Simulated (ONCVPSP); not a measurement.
**Before and after: ONCV potential for Zr (Z = 40)**

Zr, optimised norm-conserving Vanderbilt (ONCV), made with ONCVPSP 4.0.1 (PBE, scalar-relativistic). Core [Ar] 3d10 4s2, reference 4p6 4d2 5s1 5p1. Waves: 5s: rc 3.00 bohr, ncon 3, nbas 8, qcut 2.3 1/bohr, 2 projectors, debl 2.9 Ha; 4p+5p: rc 2.40 bohr, ncon 4, nbas 7, qcut 5.5 1/bohr, 2 projectors; 4d: rc 1.95 bohr, ncon 4, nbas 7, qcut 4.5 1/bohr, 2 projectors, debl 3.3 Ha. Local part: polynomial inside 1.95 bohr (lpopt 5, dvloc0 3 Ha). Core correction: Teter function fitted to the true core (icmod 2), fcfact 0.3.

Change: all radii but the core radius scaled by about 1.21 (s 3.62, p 2.90, d 2.36 bohr); local potential polynomial inside 2.36 bohr (lpopt 5, dvloc0 3 Ha).

Cutoffs: the cutoffs (Ha) at which the residual kinetic energy of the hardest occupied pseudo-wave falls to 1 and 0.1 mHa per electron; they do not see the model core or the augmentation charge, which bear on the density cutoff. Errors are all-electron minus pseudo energies relative to the spin-unpolarised reference configuration.

Task: Predict the effect on cutoff, ghosts and configuration errors.

Result: The potential gets softer (24 Ha and 43 Ha → 12 Ha and 28 Ha); of the 3 tests that both files solve, the error grows in 2 and shrinks in 0 by more than 15 % and 0.3 meV (median size 1.9 → 7.3 meV); neither file shows a bound ghost. A larger radius leaves more room for a smooth pseudo-wave, so fewer plane waves are needed.

| quantity | base | changed |
| --- | --- | --- |
| cutoff, loose | 24 Ha | 12 Ha |
| cutoff, tight | 43 Ha | 28 Ha |
| loose cutoff by channel | s 2.2 Ha, p 10 Ha, d 24 Ha | s 1.8 Ha, p 9.1 Ha, d 12 Ha |
| bound ghosts | none | none |
| GHOST(+) flags under 300 eV | s at 66.1 eV | s at 79.2 eV |
| tests with a reliable result | 3 of 4 | 3 of 4 |
| error for 4p6 4d2 5s2 5p0, meV [ΔE -3.04 eV] | -4.5 | -7.3 |
| error for 4p6 4d2 5s1 5p0, meV [ΔE 4.10 eV] | +0.3 | +0.6 |
| error for 4p6 4d2 5s0 5p0, meV [ΔE 17.04 eV] | +1.9 | -9.8 |
| rms error of d²Exc/dni dnj with the model core, mHa | 0.35 | 0.41 |

Changed file: The cutoffs count occupied waves only; projector 2 of the d channel, the hardest unoccupied one, needs 35 Ha at the loose tolerance.
